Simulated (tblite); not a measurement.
Compound: C7H13P2 (charge +1).
Numbering: `[CH2:1]=[CH:2][C:3]1=[C:4]([CH3:5])[P@@H+:6]([PH2:7])[CH2:8][CH2:9]1` (hydrogens: H10, H11 on C1; H12 on C2; H13, H14, H15 on C5; H16 on P6; H17, H18 on P7; H19, H20 on C8; H21, H22 on C9)

A start from a force field or distance geometry was refined with GFN2-xTB geometry optimisation, gas phase (tblite 0.8.0). Values at the start:

```csv
coordinate,start
C1=C2,1.338 Å
C1–H10,1.088 Å
C1–H11,1.079 Å
C2–C3,1.450 Å
C2–H12,1.083 Å
C3=C4,1.351 Å
C3–C9,1.521 Å
C4–P6,1.775 Å
P6–P7,2.146 Å
P6–C8,1.800 Å
P6–H16,1.426 Å
P7–H17,1.416 Å
C8–C9,1.533 Å
C8–H19,1.094 Å
C9–H21,1.082 Å
C9–H22,1.101 Å
C3–C4–P6,112.7°
C3–C9–C8,107.3°
C4–C3–C9,114.6°
C4–P6–P7,104.9°
C4–P6–C8,92.5°
C5–C4–P6,116.6°
P6–C8–C9,106.8°
P7–P6–C8,108.2°
C2–C3–C9–C8,165°
C3–C4–P6–P7,-97°
C4–P6–C8–C9,-22°
P6–C8–C9–C3,25°
```

**Question.** How do these coordinates change at the GFN2-xTB level?

**Answer.** 
| coordinate | GFN2-xTB (Å or °) | change |
| --- | --- | --- |
| P6–H16 | 1.392 | -0.034 |
| P6–C8 | 1.832 | +0.032 |
| C4–P6 | 1.791 | +0.016 |
| P7–H17 | 1.400 | -0.016 |
| P6–P7 | 2.159 | +0.013 |
| C3–C9 | 1.509 | -0.012 |
| C1–H10 | 1.076 | -0.012 |
| C9–H22 | 1.090 | -0.011 |
| C9–H21 | 1.092 | +0.010 |
| C1=C2 | 1.332 | -0.006 |
| C8–C9 | 1.538 | +0.005 |
| C2–C3 | 1.445 | -0.005 |
| C3=C4 | 1.355 | +0.004 |
| C8–H19 | 1.091 | -0.003 |
| C1–H11 | 1.076 | -0.003 |
| C2–H12 | 1.080 | -0.003 |
| P7–P6–C8 | 123.6 | +15.4 |
| C4–P6–P7 | 113.6 | +8.7 |
| C3–C9–C8 | 110.2 | +2.9 |
| C4–P6–C8 | 94.9 | +2.4 |
| P6–C8–C9 | 104.7 | -2.1 |
| C3–C4–P6 | 110.6 | -2.1 |
| C5–C4–P6 | 118.6 | +2.0 |
| C4–C3–C9 | 116.3 | +1.7 |
| P6–C8–C9–C3 | -18 | -43 |
| C3–C4–P6–P7 | -139 | -42 |
| C4–P6–C8–C9 | 16 | +38 |
| C2–C3–C9–C8 | -168 | +27 |

The energy falls by 0.384 eV over 152 L-BFGS steps, the largest force on an atom goes from 1.45 to 0.010 eV/Å, and the atoms move by 0.727 Å rms after alignment. The bond that changes most is P6–H16 (ends: phosphorus bonded to 2 C, P and H; P–H hydrogen), which shortens by 0.034 Å. Bonds longer at the end by more than 0.005 Å: 5 of 22; shorter: 7. Among the dihedrals that turn most is P7–P6–C8–H20, from -39° to 20°. Rotational constants go from 1857, 781.8, 688.3 to 2298, 702.8, 574.7 MHz.

GFN2-xTB frequencies show an imaginary mode (27i cm⁻¹), so the point is no minimum at that level. 2 starts were optimised and ended at 0.00 and 0.14 kcal/mol (GFN2-xTB); the lowest of these is shown.

One conformer stands for the species.

All values are computed, not measured.
